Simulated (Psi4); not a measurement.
iridium atom (Ir), quartet (core potentials on Ir); WB97X-V/def2-TZVP (Psi4).

The Psi4 input:
```
memory 2 GB

molecule mol {
0 4
Ir    0.000000    0.000000    0.000000
}

set {
  basis def2-tzvp
  reference uks
}

energy('wb97x-v')
print_variables()
```

What the program printed (banner, timings and long lists left out):

```
   => Loading Basis Set <=

    Name: DEF2-TZVP
    Role: ORBITAL
    Keyword: BASIS

    !!!  WARNING: ECP capability is in beta. Please check occupations closely.  !!!

         ---------------------------------------------------------
                                   SCF
               by Justin Turney, Rob Parrish, Andy Simmonett
                          and Daniel G. A. Smith
                              UKS Reference
         ---------------------------------------------------------

  ==> Geometry <==

    Molecular point group: d2h
    Geometry (in Angstrom), charge = 0, multiplicity = 4:

       Center              X                  Y                   Z               Mass
    ------------   -----------------  -----------------  -----------------  -----------------
         IR           0.000000000000     0.000000000000     0.000000000000   192.962921600000

  Running in d2h symmetry.

  Rotational constants: A = ************  B = ************  C = ************ [cm^-1]
  Rotational constants: A = ************  B = ************  C = ************ [MHz]
  Nuclear repulsion =    0.000000000000000

  Charge       = 0
  Multiplicity = 4
  Electrons    = 17
  Nalpha       = 10
  Nbeta        = 7

  ==> Algorithm <==

  SCF Algorithm Type is DF.
  DIIS enabled.
  MOM disabled.
  Fractional occupation disabled.
  Guess Type is CORE.
  Energy threshold   = 1.00e-06
  Density threshold  = 1.00e-06
  Integral threshold = 1.00e-12

  ==> Primary Basis <==

  Basis Set: DEF2-TZVP
    Blend: DEF2-TZVP
    Number of shells: 14
    Number of basis functions: 40
    Number of Cartesian functions: 46
    Spherical Harmonics?: true
    Max angular momentum: 3

  Core potential: DEF2-TZVP
    Number of shells: 4
    Number of ECP primitives: 10
    Number of ECP core electrons: 60
    Max angular momentum: 3

  ==> DFT Potential <==

   => LibXC <=

    Version 7.1.2
    S. Lehtola, C. Steigemann, M. J. T. Oliveira, and M. A. L. Marques,  SoftwareX 7, 1–5 (2018) (10.1016/j.softx.2017.11.002)

   => Composite Functional: WB97X-V <=

    wB97X-V Hyb-GGA Exchange-Correlation Functional

    N. Mardirossian and M. Head-Gordon,  Phys. Chem. Chem. Phys. 16, 9904–9924 (2014) (10.1039/C3CP54374A)

    Deriv               =              1
    GGA                 =           TRUE
    Meta                =          FALSE

    Exchange Hybrid     =           TRUE
    MP2 Hybrid          =          FALSE

   => Exchange-Correlation Functionals <=

    1.0000   wB97X-V range-separated functional

   => Exact (HF) Exchange <=

    0.8330            HF,LR [omega = 0.3000]
    0.1670               HF

   => LibXC Density Thresholds  <==

    XC_HYB_GGA_XC_WB97X_V:  1.00E-14

   => VV10 Non-Local Parameters <=

    VV10 B              =     6.0000E+00
    VV10 C              =     1.0000E-02

   => Molecular Quadrature <=

    Radial Scheme          =       TREUTLER
    Pruning Scheme         =           NONE
    Nuclear Scheme         =       TREUTLER

    Blocking Scheme        =         OCTREE
    BS radius alpha        =              1
    Pruning alpha          =              1
    Radial Points          =             75
    Spherical Points       =            302
    Total Points           =          20832
    Total Blocks           =            228
    Max Points             =            255
    Max Functions          =             40
    Weights Tolerance      =       1.00E-15

   => Loading Basis Set <=

    Name: (DEF2-TZVP AUX)
    Role: JKFIT
    Keyword: DF_BASIS_SCF

  ==> Integral Setup <==

  SCF_SUBTYPE=INCORE selected. In-core MEM_DF algorithm will be used.
  Using in-core AOs.

  ==> MemDFJK: Density-Fitted J/K Matrices <==

    J tasked:                   Yes
    K tasked:                   Yes
    wK tasked:                  Yes
    Omega:                3.000E-01
    Algorithm:                 Core
    Schwarz Cutoff:           1E-12
    Mask sparsity (%):       0.0000
    Fitting Condition:        1E-10

[...]
   @DF-UKS iter   4:  -104.16014558305841   -1.29244e-01   1.48293e-02 DIIS/ADIIS
   @DF-UKS iter   5:  -104.17760456288705   -1.74590e-02   3.66142e-03 DIIS/ADIIS
   @DF-UKS iter   6:  -104.17916924126705   -1.56468e-03   2.79943e-04 DIIS/ADIIS
   @DF-UKS iter   7:  -104.17926219647194   -9.29552e-05   2.01582e-04 DIIS/ADIIS
   @DF-UKS iter   8:  -104.17941060528747   -1.48409e-04   1.50337e-04 DIIS/ADIIS
   @DF-UKS iter   9:  -104.17964190353580   -2.31298e-04   1.09544e-04 DIIS/ADIIS
   @DF-UKS iter  10:  -104.17965163786062   -9.73432e-06   3.98648e-05 DIIS
   @DF-UKS iter  11:  -104.17965520752456   -3.56966e-06   1.97178e-05 DIIS
   @DF-UKS iter  12:  -104.17965529675783   -8.92333e-08   5.77282e-06 DIIS
   @DF-UKS iter  13:  -104.17965531540611   -1.86483e-08   2.63612e-06 DIIS
   @DF-UKS iter  14:  -104.17965536021192   -4.48058e-08   2.52112e-06 DIIS
   @DF-UKS iter  15:  -104.17965569198721   -3.31775e-07   1.32763e-06 DIIS
   @DF-UKS iter  16:  -104.17965579688770   -1.04900e-07   4.07704e-07 DIIS
  Energy and wave function converged.

  ==> Post-Iterations <==

   Electrons on quadrature grid:
      Nalpha   =   10.0000000000 ; deviation = -1.066e-14
      Nbeta    =    7.0000000000 ; deviation = -4.441e-15
      Ntotal   =   17.0000000000 ; deviation = -1.510e-14

   @Spin Contamination Metric:   1.521129321E-03
   @S^2 Expected:                3.750000000E+00
   @S^2 Observed:                3.751521129E+00
   @S   Expected:                1.500000000E+00
   @S   Observed:                1.500000000E+00

    Orbital Energies [Eh]
    ---------------------

    Alpha Occupied:

[...]
       4Ag    -0.305617

    Alpha Virtual:

[...]
    Beta Occupied:

[...]
       3Ag    -0.300198

    Beta Virtual:

[...]
    Final Occupation by Irrep:
             Ag   B1g   B2g   B3g    Au   B1u   B2u   B3u
    DOCC [     3,    1,    0,    0,    0,    1,    1,    1 ]
    SOCC [     1,    0,    1,    1,    0,    0,    0,    0 ]
    NA   [     4,    1,    1,    1,    0,    1,    1,    1 ]
    NB   [     3,    1,    0,    0,    0,    1,    1,    1 ]

  @DF-UKS Final Energy:  -104.17965579688770

   => Energetics <=

    Nuclear Repulsion Energy =              0.0000000000000000
    One-Electron Energy =                -181.0178935495165433
    Two-Electron Energy =                  83.5421030403856832
    DFT Exchange-Correlation Energy =      -6.7699817766187191
    Empirical Dispersion Energy =           0.0000000000000000
    VV10 Nonlocal Energy =                  0.0661164888618856
    Total Energy =                       -104.1796557968877011

  UHF NO Occupations:
  HONO-2 :    4 Ag 1.0000000
  HONO-1 :    1B3g 1.0000000
  HONO-0 :    1B2g 1.0000000
  LUNO+0 :    5 Ag 0.0001841
  LUNO+1 :    6 Ag 0.0001750
  LUNO+2 :    2B1g 0.0001749
  LUNO+3 :    2B2u 0.0000816

Computation Completed

Properties will be evaluated at   0.000000,   0.000000,   0.000000 [a0]

Properties computed using the SCF density matrix

 Multipole Moments:

 ------------------------------------------------------------------------------------
     Multipole            Electronic (a.u.)      Nuclear  (a.u.)        Total (a.u.)
 ------------------------------------------------------------------------------------

 L = 1.  Multiply by 2.5417464519 to convert [e a0] to [Debye]
 Dipole X            :          0.0000000            0.0000000            0.0000000
 Dipole Y            :          0.0000000            0.0000000            0.0000000
 Dipole Z            :          0.0000000            0.0000000            0.0000000
 Magnitude           :                                                    0.0000000

 ------------------------------------------------------------------------------------

  Variable Map:
  ----------------------------------------------------------------------------
[...]
  Array Variable Map:
  ----------------------------------------------------------------------------
[...]
[...]
```
